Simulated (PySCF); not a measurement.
C2H6BFN2.

```xyz
12

C      0.0662     2.6934     0.0000
N     -0.3498     1.3131     0.0000
C      0.5315     0.3898     0.0000
B      0.0721    -1.1233     0.0000
N     -1.2830    -1.4359     0.0000
F      1.0037    -2.0941     0.0000
H      1.1670     2.8322     0.0000
H     -0.3580     3.2032    -0.8822
H     -0.3580     3.2032     0.8822
H      1.6164     0.6443     0.0000
H     -1.6562    -2.3766     0.0000
H     -1.9616    -0.6820     0.0000
```
Charge 0, spin multiplicity 1.

Coordinates come from a B3LYP-D3(BJ)/def2-SVP optimisation. The structure was generated by enumeration; whether it is a known compound was not checked. The values are those of a single conformer.

The numbers are results of PBE/pcSseg-1 in PySCF, not measurements. Non-relativistic, no solvent.

Give the absolute GIAO shielding of each atom: isotropic value and principal components (ppm). (An estimate is asked for; the answer gives what the named calculation found.)


```json
[
 {"atom": "C1", "σ(iso)": "121.4", "σ11": "88.0", "σ22": "105.0", "σ33": "171.2", "span": "83.1"},
 {"atom": "N2", "σ(iso)": "-173.8", "σ11": "-595.9", "σ22": "-180.5", "σ33": "254.8", "span": "850.7"},
 {"atom": "C3", "σ(iso)": "4.3", "σ11": "-76.7", "σ22": "-9.0", "σ33": "98.5", "span": "175.3"},
 {"atom": "B4", "σ(iso)": "71.7", "σ11": "45.9", "σ22": "82.8", "σ33": "86.5", "span": "40.6"},
 {"atom": "N5", "σ(iso)": "181.0", "σ11": "105.2", "σ22": "210.8", "σ33": "227.0", "span": "121.8"},
 {"atom": "F6", "σ(iso)": "284.1", "σ11": "142.3", "σ22": "275.5", "σ33": "434.5", "span": "292.2"},
 {"atom": "H7", "σ(iso)": "28.3", "σ11": "26.4", "σ22": "27.3", "σ33": "31.1", "span": "4.8"},
 {"atom": "H8", "σ(iso)": "27.1", "σ11": "24.8", "σ22": "26.3", "σ33": "30.2", "span": "5.4"},
 {"atom": "H9", "σ(iso)": "27.1", "σ11": "24.8", "σ22": "26.3", "σ33": "30.2", "span": "5.4"},
 {"atom": "H10", "σ(iso)": "23.1", "σ11": "21.5", "σ22": "23.3", "σ33": "24.7", "span": "3.2"},
 {"atom": "H11", "σ(iso)": "28.5", "σ11": "24.0", "σ22": "25.2", "σ33": "36.2", "span": "12.2"},
 {"atom": "H12", "σ(iso)": "27.1", "σ11": "20.9", "σ22": "25.9", "σ33": "34.5", "span": "13.6"}
]
```
